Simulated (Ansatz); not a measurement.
`[AlH2][CH2]C[TeH]` + disilane → `[SiH3][SiH2][TeH]` + `C[CH2][AlH2]` at 400 K and 1 bar (formal exchange of groups at a Te–C bond).

Computed with Ansatz on PBE0-D4/def2-TZVP structures; ΔE is electronic, products minus reactants. CBS: MP2 limit from def2 TZ/QZ plus the TZ coupled-cluster correction, frozen cores. Elements past krypton have def2 core potentials. For Te outer-core shells are correlated without core-valence functions, which leaves a few kJ/mol of doubt a bond. One conformer a species, not always the lowest.

```
            species  CCSD(T)/CBS energy (Eh)  H − E (kJ/mol)  S (J/(mol·K))
`[AlH2][CH2]C[TeH]`               -590.02964           229.8          410.4
     `[SiH3][SiH3]`               -581.74359           152.8          300.2
`[SiH3][SiH2][TeH]`               -849.49595           160.5          401.4
     `C[CH2][AlH2]`               -322.31200           229.7          336.1
```

H − E and S are ideal-gas, rigid-rotor, harmonic terms from PBE0-D4/def2-TZVP, for one conformer and one mirror image of each species. 1 Eh = 2625.50 kJ/mol, R = 8.31446 J/(mol·K).

Q: By hand: ΔE, ΔH, ΔS and ΔG.

A: ΔE = (-849.49595) + (-322.31200) − (-590.02964) − (-581.74359) = -0.03472 Eh = -91.2 kJ/mol. Δ(H − E) = 160.5 + 229.7 − 229.8 − 152.8 = 7.6, so ΔH = -83.6 kJ/mol. ΔS = 401.4 + 336.1 − 410.4 − 300.2 = 26.9 J/(mol·K). ΔG = -83.6 − 400 × (26.9)/1000 = -94.4 kJ/mol.

Q: By hand: the equilibrium constant, and the temperature at which ΔG would vanish if ΔH and ΔS stayed fixed.

A: log₁₀ K = −ΔG/(RT ln 10) = 12.3. ΔH and −TΔS have one sign here, so there is no such temperature.

ΔH outweighs TΔS. A doubt of 5 kJ/mol in ΔE shifts log₁₀ K by 0.7 here. Other conformers and mirror images would add mixing entropy, several J/(mol·K) or more a flexible species. Modes under 60 cm⁻¹, often nearly free rotors, make the harmonic entropy too high. These are equilibria of isolated gas molecules and say nothing of rates. Largest T1 diagnostic: 0.013 (customary marks: 0.02 for closed shells, 0.045 for open ones).
